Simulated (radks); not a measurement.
Results of a calculation; reference values are marked as such.
Q: Neutral lanthanum: order these configurations by energy. Code: a radial shooting solver on a logarithmic mesh with Libxc functionals. Model: scalar-relativistic Kohn-Sham, BLYP, spin-polarised, spherical densities, finite nucleus; Fermi nuclear charge, rms radius of each element as measured or else 0.836 A^(1/3) + 0.57 fm. Open shells are filled with parallel spins first. [Xe] 5d1 6s1 6p1; [Xe] 5d1 6s2; [Xe] 5d2 6s1; [Xe] 6s2 6p1.

A: From the lowest, in eV above it: [Xe] 5d1 6s2 0.000; [Xe] 5d2 6s1 0.277; [Xe] 5d1 6s1 6p1 1.928; [Xe] 6s2 6p1 2.339.
